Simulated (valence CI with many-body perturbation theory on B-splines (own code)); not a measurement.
**Energy levels of Gd51+**

Level of theory: configuration interaction combined with many-body perturbation theory (CI+MBPT): three valence electrons over a frozen Dirac-Fock core [Ne], radial functions for each j: 11 s, 11 p, 10 d, 8 f, 5 g, 2 h, with the one-electron correlation potential Σ1, the two-electron term Σ2, the three-electron term Σ3, Breit, model QED; selected CI, second order for the rest, scaled by the run's own slope (own B-spline code, finite nucleus).

The last digits are not significant, and no measured levels were compared; by estimate large intervals hold to a few tenths of a per cent, small ones and those within an open d or f shell to about a per cent.

Levels 136 to 157 of 157, with energies above the lowest level, (3s^2 3p1/2) J=1/2. "Leading %" is the weight of the configuration and term that name the level; weights of strongly mixed levels are sums over their largest components and can fall short, so below about 35 % the name and the second component can differ from the true leading terms, or belong to a minority configuration. In the jj column 3d3/2^4 stands for four electrons in 3d with j = 3/2. Lifetimes count E1, E2, E3, M1 and M2 decay at the calculated energies, and are blank where another channel may lead or the interval is too uncertain; long ones can be off by a factor of two.

| No. | Configuration | Term | J | E (eV) | Leading % | Lifetime | g | Leading jj |
| --- | --- | --- | --- | --- | --- | --- | --- | --- |
| 136 | 3d3 | 4P | 5/2 | 1425.8 | 48 | 754 fs | 1.316 | 3d3/2^2 3d5/2 (87 %) |
| 137 | 3d3 | 4F | 7/2 | 1436.4 | 58 | 1.14 ps | 1.090 | 3d3/2 3d5/2^2 (96 %) |
| 138 | 3d3 | 4F | 9/2 | 1439.4 | 53 | 1.28 ps | 1.134 | 3d3/2 3d5/2^2 (96 %) |
| 139 | 3d3 | 4P | 3/2 | 1446.4 | 41 | 1.06 ps | 1.129 | 3d3/2 3d5/2^2 (99 %) |
| 140 | 3d3 | 2H | 11/2 | 1447.5 | 100 | 1.54 ps | 1.082 | 3d3/2 3d5/2^2 (100 %) |
| 141 | 3d3 | 2P | 1/2 | 1449.5 | 61 | 1.01 ps | 1.440 | 3d3/2 3d5/2^2 (99 %) |
| 142 | 3d3 | 2D | 5/2 | 1451.4 | 49 | 988 fs | 1.221 | 3d3/2 3d5/2^2 (87 %) |
| 143 | 3d3 | 2F | 5/2 | 1457.4 | 42 | 1.16 ps | 1.103 | 3d3/2 3d5/2^2 (96 %) |
| 144 | 3d3 | 2F | 7/2 | 1458.5 | 84 | 1.22 ps | 1.098 | 3d3/2 3d5/2^2 (97 %) |
| 145 | 3d3 | 2D | 3/2 | 1476.8 | 64 | 1.14 ps | 0.971 | 3d3/2 3d5/2^2 (82 %) |
| 146 | 3d3 | 2G | 9/2 | 1481.5 | 53 | 2.34 ps | 1.146 | 3d5/2^3 (97 %) |
| 147 | 3d3 | 2D | 3/2 | 1497.9 | 59 | 1.75 ps | 1.045 | 3d5/2^3 (83 %) |
| 148 | 3d3 | 2D | 5/2 | 1507.3 | 64 | 1.76 ps | 1.156 | 3d5/2^3 (93 %) |
| 149 | 3s2 4s | 2S | 1/2 | 2095.1 | 98 | 32.7 fs | 1.996 | 3s^2 4s (98 %) |
| 150 | 3s2 4p | 2P° | 1/2 | 2155.1 | 98 | 133 fs | 0.665 | 3s^2 4p1/2 (98 %) |
| 151 | 3s 3p 4s | 4P° | 1/2 | 2208.5 | 86 | 39.9 fs | 2.387 | 3s 3p1/2 4s (99 %) |
| 152 | 3s 3p 4s | 4P° | 3/2 | 2214.8 | 46 | 44.3 fs | 1.510 | 3s 3p1/2 4s (75 %) |
| 153 | 3s 3p 4s | 2P° | 1/2 | 2228.6 | 94 | 44.6 fs | 0.763 | 3s 3p1/2 4s (98 %) |
| 154 | 3s2 4p | 2P° | 3/2 | 2233.6 | 74 | 91.9 fs | 1.400 | 3s^2 4p3/2 (74 %) |
| 155 | 3s 3p 4p | 4D | 1/2 | 2264.0 | 71 | 61.5 fs | 0.281 | 3s 3p1/2 4p1/2 (99 %) |
| 156 | 3s 3p 4p | 4D | 3/2 | 2273.4 | 40 | 25.2 fs | 1.108 | 3s 3p1/2 4p1/2 (93 %) |
| 157 | 3s 3p 4p | 4P | 1/2 | 2287.0 | 50 | 60.5 fs | 2.009 | 3s 3p1/2 4p1/2 (98 %) |
